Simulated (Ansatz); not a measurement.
A run for Ansatz (an electronic-structure program): R-B3LYP/def2-TZVPPD on AlBFH5O (SMILES B[O][AlH2-][FH+]). The basis file is the Basis Set Exchange's JSON of that set.

Ansatz 0.2 input:
```yaml
crystal:
  periodic: [false, false, false]
  atoms:
    - {symbol: Al, position_ang: [0.95474608, 0.38184193, -0.55193442]}
    - {symbol: O, position_ang: [-0.70470753, 0.04849388, -0.41070390]}
    - {symbol: B, position_ang: [-1.97250485, -0.30433261, -0.20833598]}
    - {symbol: H, position_ang: [1.43559746, 1.73535739, 0.12154592]}
    - {symbol: H, position_ang: [1.75917878, -0.38280305, -1.66170345]}
    - {symbol: H, position_ang: [-2.24700600, -1.07112684, 0.67766916]}
    - {symbol: H, position_ang: [-2.83887640, 0.14658137, -0.90854726]}
    - {symbol: F, position_ang: [1.68973846, -0.62322355, 1.17931198]}
    - {symbol: H, position_ang: [1.92373400, 0.06921147, 1.76259796]}
basis:
  gaussian:
    orbitals: def2-TZVPPD.json
hamiltonian:
  xc: {name: B3LYP}
scf: {lower_state_search: off}
```

The log:

```
WARN ansatz: RAYON_NUM_THREADS=4 ignored (pool sized by the plan → 4); use --threads N
Functional definition: B3LYP
these checks for a lower state are left out or cut short: stability, starts, cluster_reference, orbital_swaps, neighbouring_geometries, increment
integrals: 0.16 GiB planned
1149 factors; their error is unknown
mean field: 1.49 GiB planned
mean field evaluation 1: about -12117.3081 eV, gradient 6.6e1 eV
mean field evaluation 2: about -12087.9274 eV, gradient 1.3e2 eV
mean field evaluation 4: about -12124.3264 eV, gradient 1.1e1 eV
mean field evaluation 8: about -12124.5075 eV, gradient 3.5e-1 eV
mean field evaluation 16: about -12124.5077 eV, gradient 1.5e-5 eV
mean field -12124.50766420 eV, -445.5674383730 hartree, gradient 3.2e-6 eV, S^2 0.000000; 0 other end points of the search recorded, 0 dependent functions left out
reference -12124.50799722 eV, -445.5674506113 hartree; 20, 20 occupied and 230, 230 virtual orbitals, 1149 factors
Total energy: -12124.50799722 eV, -445.5674506113 hartree
Checks for a lower state left out: stability, starts, cluster_reference, orbital_swaps, neighbouring_geometries, increment
```

The run converged.

Cost: about 6 core-seconds (a rough figure).
